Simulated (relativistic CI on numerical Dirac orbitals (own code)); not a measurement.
## Spin-allowed bands of a d3 ion in an octahedral site, by hand

Problem. A d3 ion in an octahedral site has a 4A2 ground term and spin-allowed bands at ν1 = 21200 and ν2 = 27061 cm⁻¹ (from a computed ligand-field model). Find Δ and the Racah parameter B, and predict the third band.

Working.
1. The F term splits into A2 (−1.2Δ), T2 (−0.2Δ) and T1 (+0.6Δ), so ν1 = E(T2) − E(A2) = Δ = 21200 cm⁻¹.
2. T1(F) mixes with T1(P), which lies at 15B, through an element 0.4Δ. The two roots, counted from A2, are ν2,3 = ½(15B + 3Δ) ∓ ½√[(15B − Δ)² + 12BΔ].
3. Solving the lower root for B gives B = (2ν1² + ν2² − 3ν1ν2)/(15ν2 − 27ν1) = -89901879/-166485 = 540 cm⁻¹.
4. The sum of the roots is 15B + 3Δ, so ν3 = 15B + 3ν1 − ν2 = 44639 cm⁻¹ (224 nm).

Check. The bands were computed by exact diagonalisation of the d3 shell with B = 540 and Δ = 21200 cm⁻¹, which gives ν3 = 44639 cm⁻¹. C does not enter the terms of highest spin.
